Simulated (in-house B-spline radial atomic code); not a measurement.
## Solving the quasi-particle equation for 3d up of Fe IV (Fe3+)

Configuration [Ar] 3d5, highest spin, start LDA VWN5; correlation leaves out the deepest shell. Computed with a B-spline radial code for spherical atoms: all electrons, scalar-relativistic (spin-free one-electron X2C), finite nucleus, each spin shell either full or empty, empty states to l = 9 with an (l + 1/2)⁻⁴ tail; G0W0 by contour deformation at full frequency.

At the mean-field level ε = -45.384 eV the matrix elements are Σx = -46.331 eV, v_xc = -35.161 eV and Σc(ε) = 0.988 eV, and the slope of the correlation self-energy is dΣc/dω = -0.0637. The quasi-particle energy solves E = ε + Σx − v_xc + Σc(E).

(1) What does the linearised equation give?

(2) How does that compare with the full solution and with static screening?

Results:

(1) Z = 1/(1 − dΣc/dω) = 1/1.0637 = 0.9401. The first-order shift is Σx − v_xc + Σc(ε) = -46.331 − (-35.161) + (0.988) = -10.182 eV, so E ≈ ε + Z × shift = -45.384 + 0.9401 × (-10.182) = -54.956 eV.

(2) Solving the equation at full frequency dependence gives E = -54.858 eV, where Σc = 1.696 eV and the weight is 0.918; the linearised value is off by 98 meV. Leaving Z out would give -55.566 eV. Static COHSEX puts -2.588 eV in place of Σc and gives -59.142 eV, 4.28 eV deeper. The tabulated removal energy is 54.91 ± 0.04 eV (NIST, measured); the run leaves out spin-orbit coupling, Breit and QED terms.
